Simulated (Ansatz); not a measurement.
One change: `CC(C)(F)C=S` becomes `BC(C)(C)F`.

Ansatz, PBE0-D4/def2-TZVP geometries, multiplicity 1. Each molecule was computed in one conformer, which needn't be the lowest.

| property | `CC(C)(F)C=S` |
| --- | --- |
| HOMO–LUMO gap (PBE0/def2-TZVPP) / eV | 4.30 |
| HOMO energy (PBE/def2-TZVPP) / eV | -5.29 |
| HOMO–LUMO gap (PBE/def2-TZVPP) / eV | 2.12 |
| HOMO energy (PBE0/def2-TZVPP) / eV | -6.53 |
| LUMO energy (ωB97M-V/def2-TZVPP) / eV | -0.06 |
| HOMO energy (ωB97M-V/def2-TZVPP) / eV | -8.76 |

Task: What does the change do to each property? (Best estimate.)

Result: The calculation gave: 
```csv
property,`BC(C)(C)F`,shift
HOMO–LUMO gap (PBE0/def2-TZVPP) / eV,6.75,2.45
HOMO energy (PBE/def2-TZVPP) / eV,-6.89,-1.60
HOMO–LUMO gap (PBE/def2-TZVPP) / eV,4.20,2.08
HOMO energy (PBE0/def2-TZVPP) / eV,-8.41,-1.88
LUMO energy (ωB97M-V/def2-TZVPP) / eV,0.25,0.31
HOMO energy (ωB97M-V/def2-TZVPP) / eV,-10.76,-2.00
```

With PBE0 the HOMO falls by 1.88 eV and the LUMO rises by 0.57 eV, so the gap widens by about 2.45 eV. PBE moves the HOMO by -1.60 eV and ωB97M-V by -2.00 eV.
